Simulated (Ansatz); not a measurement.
Coupled-cluster diagnostics for Hf3O11H10, a hydroxylated oxide cluster, Ansatz.

Geometry of the singlet (r2SCAN-D4/def2-SVP):

```tsv
atom	x (Å)	y (Å)	z (Å)
Hf1	-0.5637	-1.5443	0.8357
Hf2	1.7394	0.6542	0.3308
Hf3	-1.2756	1.2378	-0.6292
O4	-1.8658	1.1075	-2.4938
O5	-1.2317	-2.3318	2.4763
O6	-2.2838	2.7388	0.0744
O7	-2.3016	-0.5770	-0.0157
O8	0.6755	2.1737	-0.7956
O9	1.5556	-1.3251	1.2084
O10	-0.4663	-3.0901	-0.4191
O11	2.6012	1.7846	1.6515
O12	-0.2430	0.5082	1.0744
O13	3.1944	0.1473	-0.8789
O14	0.2573	-0.4214	-1.0609
H15	-1.8784	0.7846	-3.3957
H16	-1.5483	-2.5811	3.3438
H17	-2.8199	3.4538	0.4144
H18	-2.9267	-1.0168	-0.6067
H19	0.8188	3.1204	-0.6702
H20	2.2090	-2.0117	1.0209
H21	-0.6777	-4.0221	-0.3059
H22	2.9454	2.3084	2.3739
H23	3.6449	-0.2269	-1.6371
H24	0.4411	-0.8709	-1.8958
```

In the def2 sets Hf takes a core potential; there is no spin–orbit coupling. Correlated methods freeze 11 core orbitals; core or outer-core shells of Hf are correlated, in sets that lack core-valence functions.

**Question.** Estimate the CCSD(T) correlation energy, the shares of MP2 and (T), T1 and the reference's ⟨S²⟩ for: charge 0, singlet, own geometry in def2-SVP; and the rough time on 2 threads of AMD EPYC 7R13 on a shared host and a share (18 GiB) of an NVIDIA H100 80GB HBM3.

**Answer.** 
| state | basis | correlation (eV) | MP2 share (%) | (T) share (%) | T1 | ⟨S²⟩ (pure) | wall time |
| --- | --- | --- | --- | --- | --- | --- | --- |
| charge 0, singlet, own geometry | def2-SVP | -78.545 | 96.6 | 2.7 | 0.017 | 0.00 (0.00) | 43 s |
Customary marks for T1 are 0.02 (closed shells), 0.045 (open shells) and about 0.05 (3d metals). T1 stays under 0.02 throughout.
